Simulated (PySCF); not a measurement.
Job for PySCF: R-MP2/6-31G* on C2H6N2 (a complex).

```python
from pyscf import gto, scf, dft, mp
from pyscf.data.elements import chemcore

mol = gto.M(
    atom='''
    N    -0.05341501    0.00409944    0.17064993
    H     0.64985827    0.30730519   -0.49366318
    H     0.37040848   -0.71429221    0.74933568
    H    -0.79547741   -0.43773557   -0.36034019
    C    -0.39806443    1.24111940    3.27659942
    C     0.27754050   -0.03735836    3.41933023
    N     0.81084847   -1.05339286    3.49616950
    H    -1.34320154    1.23083703    3.82001275
    H     0.22638188    2.04357983    3.67006069
    H    -0.58578520    1.40747096    2.21390878
    ''',
    basis='6-31g*',
    cart=True,
    charge=0, spin=0, verbose=3, max_memory=1800)
mf = scf.RHF(mol)
mf.conv_tol = 1e-8
mf.max_cycle = 100
mf.kernel()
if not mf.converged:
    mf = mf.newton().run(mf.mo_coeff, mf.mo_occ)
pt = mp.MP2(mf, frozen=chemcore(mol)).run()
```

Problem. Give the final energy of this run.

Solution. -188.6989 hartree.
